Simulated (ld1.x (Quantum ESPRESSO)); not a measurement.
## Before and after: TM potential for vanadium (V)

* Element: V (Z = 23)
* Generator: ld1.x (Quantum ESPRESSO) 7.5
* Type: norm-conserving Troullier–Martins (Kleinman–Bylander form)
* Functional: BP86
* Relativity: fully relativistic
* Frozen core: [Ne] 3s2
* Valence charge: 11
* Reference configuration: 3p6 3d3 4s1.5 4p0.5
* Partial waves: 4s (bound): rc 1.90 bohr; 3p (bound): rc 0.85 bohr; 3d (bound): rc 1.55 bohr
* Local potential: all-electron potential smoothed inside 1.40 bohr (lloc = -2)
* Core correction: none

Open shells are filled in proportion to 2j + 1 (rel_dist='average').

Occupied shells without a wave of their own: 4p. They enter only through the test configuration that unscreens the potential.

Change: local potential all-electron potential smoothed inside 1.94 bohr (lloc = -2).

Cutoffs: the cutoffs (Ry, on a coarse ladder) from which the occupation-weighted sum of valence levels, in a spherical-Bessel basis at the reference potential, stays within 10 and 1 mRy of its value at 400 Ry; they do not see the model core or the augmentation charge, which bear on the density cutoff. Errors are all-electron minus pseudo energies relative to the spin-unpolarised reference configuration.

**Question.** How do hardness, ghosts and transferability respond?

**Answer.** The potential gets neither clearly harder nor softer (100 Ry and 180 Ry → 100 Ry and 180 Ry); the bound ghost in s disappears; the number of tests that count goes from 6 to 7; of the 6 tests that both files solve, the error grows in 5 and shrinks in 1 by more than 15 % and 0.3 meV (median size 25.9 → 181.8 meV). In the separable form a ghost depends on how the local part lies against the semilocal potential of the channel, so the choice of the local part can create or remove one.

| quantity | base | changed |
| --- | --- | --- |
| cutoff, loose | 100 Ry | 100 Ry |
| cutoff, tight | 180 Ry | 180 Ry |
| bound ghosts | s | none |
| largest miss of a reference level, eV | 0.02 | 0.12 |
| tests counted (converged, no solver errors) | 6 of 7 | 7 of 7 |
| error for 3p6 3d3 4s2 4p0, meV [ΔE -1.67 eV] | +6.6 | +52 |
| error for 3p6 3d3 4s1 4p0, meV [ΔE 6.24 eV] | +8.9 | +102 |
| error for 3p6 3d3 4s0 4p0, meV [ΔE 20.64 eV] | +18 | +149 |
| error for 3p6 3d3 4s0 4p2, meV [ΔE 5.25 eV] | -34 | -214 |
| error for 3p6 3d1 4s0 4p0, meV [ΔE 95.48 eV] | +170 | +339 |
| error for 3p5 3d3 4s2 4p0, meV [ΔE 49.37 eV] | -459 | +346 |

Base: Tests not counted: 3p6 3d4 4s1 4p0 (solver errors, printed error -1072 eV). ld1.x printed “convergence not achieved” for 3 of the counted tests; their residual had stalled under 1e-8, short of the target of 1e-14. The 4p level has no wave, so the channel is fitted at the deeper level alone: the likely source of the large errors. Changed file: These tests converged, but a pseudo level misses the all-electron one widely, so the file describes the atom poorly there or has found another state: 3p6 3d1 4s0 4p0: empty 4s by 6.6 eV (a node warning on the way). ld1.x printed “convergence not achieved” for 4 of the counted tests; their residual had stalled under 1e-8, short of the target of 1e-14. The 4p level has no wave, so the channel is fitted at the deeper level alone: the likely source of the large errors. A true bound ghost makes a file unfit for plane-wave use even where its test errors are small: the radial tests pick states by their node count and pass the ghost by. Where a test does run into it, the solver fails or the error is huge.
